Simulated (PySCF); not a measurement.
PySCF job for formaldehyde (CH₂O), SMILES C=O, ADC(2)/aug-cc-pVDZ. Geometry: PBE0-D3(BJ)/def2-TZVPD.

```python
import numpy as np
from pyscf import gto, scf, dft, adc

mol = gto.M(
    atom='''
    C     0.00000000    0.00000000   -0.52458937
    O     0.00000000    0.00000000    0.67123617
    H     0.00000000   -0.94044267   -1.11117654
    H     0.00000000    0.94044267   -1.11117654
    ''',
    basis='aug-cc-pVDZ',
    charge=0,
    spin=0,
    max_memory=2000,
    verbose=4,
)
mf = scf.RHF(mol)
mf.conv_tol = 1e-10
mf.max_cycle = 100
mf.kernel()
res = {}
for kind, nroots in (('ee', 6), ('ip', 6), ('ea', 2)):
    a = adc.ADC(mf).density_fit('aug-cc-pvdz-ri')
    a.method, a.method_type = 'adc(2)', kind
    e, v, p, x = a.kernel(nroots=nroots)
    res[kind] = (e * 27.211386245988, p)
a = adc.ADC(mf).density_fit('aug-cc-pvdz-ri')
a.method, a.method_type, a.ncvs = 'adc(2)-x', 'ip', 2
e, v, p, x = a.kernel(nroots=2)
res['core ip, CVS-ADC(2)-x'] = (e * 27.211386245988, p)
for kind, (e, p) in res.items():
    print(kind, 'energies / eV', np.round(e, 3), 'strengths', np.round(p, 4))
```

Program output:

```
PySCF version 2.14.0

[INPUT] verbose = 4
[INPUT] num. atoms = 4
[INPUT] num. electrons = 16
[INPUT] charge = 0
[INPUT] spin (= nelec alpha-beta = 2S) = 0
[INPUT] symmetry False subgroup None
[INPUT] Mole.unit = angstrom
[INPUT] Symbol           X                Y                Z      unit          X                Y                Z       unit  Magmom
[INPUT]  1 C      0.000000000000   0.000000000000  -0.524589370000 AA    0.000000000000   0.000000000000  -0.991330237158 Bohr   0.0
[INPUT]  2 O      0.000000000000   0.000000000000   0.671236170000 AA    0.000000000000   0.000000000000   1.268452526202 Bohr   0.0
[INPUT]  3 H      0.000000000000  -0.940442670000  -1.111176540000 AA    0.000000000000  -1.777179082155  -2.099819336642 Bohr   0.0
[INPUT]  4 H      0.000000000000   0.940442670000  -1.111176540000 AA    0.000000000000   1.777179082155  -2.099819336642 Bohr   0.0

nuclear repulsion = 31.4527771569648
number of shells = 26
number of NR pGTOs = 92
number of NR cGTOs = 64
basis = aug-cc-pVDZ
ecp = {}


[settings echo left out]
init E= -114.002475203617
  HOMO = -0.312197656510672  LUMO = -0.016577852306833  gap/eV = 8.04422
cycle= 1 E= -113.785982608401  delta_E= 0.216  |g|= 0.647  |ddm|=  2.1
  HOMO = -0.36273683379388  LUMO = 0.0209343489912532  gap/eV = 10.44022
cycle= 2 E= -113.830643528255  delta_E= -0.0447  |g|= 0.546  |ddm|= 0.721
  HOMO = -0.442084395886457  LUMO = 0.0312175166498569  gap/eV = 12.87920
cycle= 3 E= -113.884527678099  delta_E= -0.0539  |g|= 0.0443  |ddm|= 0.328
  HOMO = -0.432371115625118  LUMO = 0.0327178863238329  gap/eV = 12.65572
cycle= 4 E= -113.885422351514  delta_E= -0.000895  |g|= 0.0187  |ddm|= 0.0605
  HOMO = -0.438602700938985  LUMO = 0.0329372238310075  gap/eV = 12.83125
cycle= 5 E= -113.88561535725  delta_E= -0.000193  |g|= 0.00761  |ddm|= 0.0266
  HOMO = -0.439855185472593  LUMO = 0.0330238065635058  gap/eV = 12.86769
cycle= 6 E= -113.885666077006  delta_E= -5.07e-05  |g|= 0.00224  |ddm|= 0.018
  HOMO = -0.440433075204072  LUMO = 0.0330933324314264  gap/eV = 12.88531
cycle= 7 E= -113.885668768072  delta_E= -2.69e-06  |g|= 0.000315  |ddm|= 0.00432
  HOMO = -0.440449054428613  LUMO = 0.0331077912027924  gap/eV = 12.88614
cycle= 8 E= -113.885668818728  delta_E= -5.07e-08  |g|= 4.29e-05  |ddm|= 0.000607
  HOMO = -0.440445900980306  LUMO = 0.033108167863686  gap/eV = 12.88606
cycle= 9 E= -113.88566882006  delta_E= -1.33e-09  |g|= 8.07e-06  |ddm|= 0.000135
  HOMO = -0.440445169361881  LUMO = 0.0331083545571298  gap/eV = 12.88605
cycle= 10 E= -113.885668820102  delta_E= -4.26e-11  |g|= 1.25e-06  |ddm|= 2.47e-05
  HOMO = -0.440445190381434  LUMO = 0.0331083793453564  gap/eV = 12.88605
Extra cycle  E= -113.885668820103  delta_E= -5.68e-13  |g|= 5.3e-07  |ddm|= 1.66e-06
converged SCF energy = -113.885668820103

******** <class 'pyscf.adc.radc.RADC'> ********
******** ADC Orbital Information ********
Number of Frozen Occupied Orbitals: 0
Number of Frozen Virtual Orbitals: 0
Number of Active Occupied Orbitals: 8
Number of Active Virtual Orbitals: 56
*****************************************
******** <class 'pyscf.df.df.DF'> ********
auxbasis = aug-cc-pvdz-ri
Reference correlation energy (doubles): -0.33735211
MP2 correlation energy of reference state (a.u.) = -0.33735211

******** <class 'pyscf.adc.radc_ee.RADCEE'> ********
max_space = 12
max_cycle = 50
conv_tol = 1e-08

*************************************************************
        ADC calculation summary (singlet states only)
*************************************************************
adc(2) root 0  |  Energy (Eh) =   0.1473019319  |  Energy (eV) =   4.00828973  |  Osc. strength = 0.00000000  |  conv = True
adc(2) root 1  |  Energy (Eh) =   0.2311187153  |  Energy (eV) =   6.28906058  |  Osc. strength = 0.02255158  |  conv = True
adc(2) root 2  |  Energy (Eh) =   0.2677219455  |  Energy (eV) =   7.28508520  |  Osc. strength = 0.05701685  |  conv = True
adc(2) root 3  |  Energy (Eh) =   0.2715338441  |  Energy (eV) =   7.38881225  |  Osc. strength = 0.03297984  |  conv = True
adc(2) root 4  |  Energy (Eh) =   0.2924209631  |  Energy (eV) =   7.95717971  |  Osc. strength = 0.00000000  |  conv = True
adc(2) root 5  |  Energy (Eh) =   0.3506235380  |  Energy (eV) =   9.54095244  |  Osc. strength = 0.06939076  |  conv = True

******** <class 'pyscf.adc.radc.RADC'> ********
******** ADC Orbital Information ********
Number of Frozen Occupied Orbitals: 0
Number of Frozen Virtual Orbitals: 0
Number of Active Occupied Orbitals: 8
Number of Active Virtual Orbitals: 56
*****************************************
******** <class 'pyscf.df.df.DF'> ********
auxbasis = aug-cc-pvdz-ri
Reference correlation energy (doubles): -0.33735211
MP2 correlation energy of reference state (a.u.) = -0.33735211

******** <class 'pyscf.adc.radc_ip.RADCIP'> ********
max_space = 12
max_cycle = 50
conv_tol = 1e-08

*************************************************************
        ADC calculation summary (doublet states only)
*************************************************************
adc(2) root 0  |  Energy (Eh) =   0.3487582038  |  Energy (eV) =   9.49019411  |  Spec. factor = 1.75085628  |  conv = True
adc(2) root 1  |  Energy (Eh) =   0.5096134496  |  Energy (eV) =  13.86728830  |  Spec. factor = 1.76294892  |  conv = True
adc(2) root 2  |  Energy (Eh) =   0.5398358733  |  Energy (eV) =  14.68968234  |  Spec. factor = 1.71283553  |  conv = True
adc(2) root 3  |  Energy (Eh) =   0.6169674794  |  Energy (eV) =  16.78854024  |  Spec. factor = 1.76706160  |  conv = True
adc(2) root 4  |  Energy (Eh) =   0.7833301590  |  Energy (eV) =  21.31549934  |  Spec. factor = 1.77301823  |  conv = True
adc(2) root 5  |  Energy (Eh) =   0.9139996315  |  Energy (eV) =  24.87119679  |  Spec. factor = 0.00002435  |  conv = True

******** <class 'pyscf.adc.radc.RADC'> ********
******** ADC Orbital Information ********
Number of Frozen Occupied Orbitals: 0
Number of Frozen Virtual Orbitals: 0
Number of Active Occupied Orbitals: 8
Number of Active Virtual Orbitals: 56
*****************************************
******** <class 'pyscf.df.df.DF'> ********
auxbasis = aug-cc-pvdz-ri
Reference correlation energy (doubles): -0.33735211
MP2 correlation energy of reference state (a.u.) = -0.33735211

******** <class 'pyscf.adc.radc_ea.RADCEA'> ********
max_space = 12
max_cycle = 50
conv_tol = 1e-08

*************************************************************
        ADC calculation summary (doublet states only)
*************************************************************
adc(2) root 0  |  Energy (Eh) =   0.0271448212  |  Energy (eV) =   0.73864821  |  Spec. factor = 1.98620395  |  conv = True
adc(2) root 1  |  Energy (Eh) =   0.0478705963  |  Energy (eV) =   1.30262527  |  Spec. factor = 1.99277727  |  conv = True

******** <class 'pyscf.adc.radc.RADC'> ********
******** ADC Orbital Information ********
Number of Frozen Occupied Orbitals: 0
Number of Frozen Virtual Orbitals: 0
Number of Active Occupied Orbitals: 8
Number of Active Virtual Orbitals: 56
*****************************************
******** <class 'pyscf.df.df.DF'> ********
auxbasis = aug-cc-pvdz-ri
Reference correlation energy (doubles): -0.33735211
MP2 correlation energy of reference state (a.u.) = -0.33735211

******** <class 'pyscf.adc.radc_ip_cvs.RADCIPCVS'> ********
max_space = 12
max_cycle = 50
conv_tol = 1e-08

*************************************************************
        ADC calculation summary (doublet states only)
*************************************************************
adc(2)-x root 0  |  Energy (Eh) =  10.8745978518  |  Energy (eV) = 295.91287996  |  Spec. factor = 1.50760213  |  conv = True
adc(2)-x root 1  |  Energy (Eh) =  11.3681929811  |  Energy (eV) = 309.34428756  |  Spec. factor = 0.00669886  |  conv = True
ee energies / eV [4.008 6.289 7.285 7.389 7.957 9.541] strengths [0.     0.0226 0.057  0.033  0.     0.0694]
ip energies / eV [ 9.49  13.867 14.69  16.789 21.315 24.871] strengths [1.7509 1.7629 1.7128 1.7671 1.773  0.    ]
ea energies / eV [0.739 1.303] strengths [1.9862 1.9928]
core ip, CVS-ADC(2)-x energies / eV [295.913 309.344] strengths [1.5076 0.0067]
```

The calculation finished and met its thresholds.
